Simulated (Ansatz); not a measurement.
`[AlH2][SiH2]CS[SiH3]` and `[SiH3]BCS[SiH3]` differ in one atom or group.

Ansatz, PBE0-D4/def2-TZVP geometries, multiplicity 1. Each molecule was computed in one conformer, which needn't be the lowest.

```json
{"property": "LUMO energy (ωB97M-V/def2-TZVPP) / eV", "`[AlH2][SiH2]CS[SiH3]`": "0.79"}
{"property": "HOMO energy (PBE/def2-TZVPP) / eV", "`[AlH2][SiH2]CS[SiH3]`": "-5.86"}
{"property": "HOMO energy (PBE0/def2-TZVPP) / eV", "`[AlH2][SiH2]CS[SiH3]`": "-6.89"}
{"property": "LUMO energy (PBE/def2-TZVPP) / eV", "`[AlH2][SiH2]CS[SiH3]`": "-1.78"}
{"property": "size of the dipole moment (B3LYP/def2-TZVPP) / D", "`[AlH2][SiH2]CS[SiH3]`": "3.16"}
{"property": "size of the dipole moment (ωB97M-V/def2-TZVPP) / D", "`[AlH2][SiH2]CS[SiH3]`": "3.16"}
```

Problem. Give the same properties after the change, and the shifts. (An estimate is asked.)

Solution. The calculation gave: 
| property | `[SiH3]BCS[SiH3]` | shift |
| --- | --- | --- |
| LUMO energy (ωB97M-V/def2-TZVPP) / eV | -0.22 | -1.01 |
| HOMO energy (PBE/def2-TZVPP) / eV | -5.89 | -0.03 |
| HOMO energy (PBE0/def2-TZVPP) / eV | -7.08 | -0.19 |
| LUMO energy (PBE/def2-TZVPP) / eV | -3.17 | -1.39 |
| size of the dipole moment (B3LYP/def2-TZVPP) / D | 1.74 | -1.42 |
| size of the dipole moment (ωB97M-V/def2-TZVPP) / D | 1.76 | -1.40 |

With PBE0 the HOMO falls by 0.19 eV and the LUMO falls by 1.26 eV, so the gap narrows by about 1.07 eV. PBE moves the HOMO by -0.03 eV and ωB97M-V by -0.39 eV. Dipoles are sizes alone; their direction can turn.

B3LYP here is the variant with VWN-RPA as its local correlation; programs differ in this.
